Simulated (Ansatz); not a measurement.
Si(CF3)(H)2(OH) (CH3F3OSi), SMILES O[SiH2]C(F)(F)F.

Coordinates come from a PBE0-D3(BJ)/def2-SVP optimisation. One conformer was computed; it need not be the lowest.

Two levels are set side by side: PBE/def2-SVPD (Ansatz, an electronic-structure program) and PBE0/def2-SVPD (Ansatz). Energy differences of separate SCF runs at the same geometry; the states with an electron removed or added have multiplicity 2 and 2. Differences are taken from unrounded values.

| quantity | PBE0 | PBE | PBE minus PBE0 |
|---|---|---|---|
| vertical ionisation energy (eV) | 11.43 | 10.84 | -0.59 |
| vertical singlet–triplet gap (eV) | 6.91 | 6.24 | -0.67 |
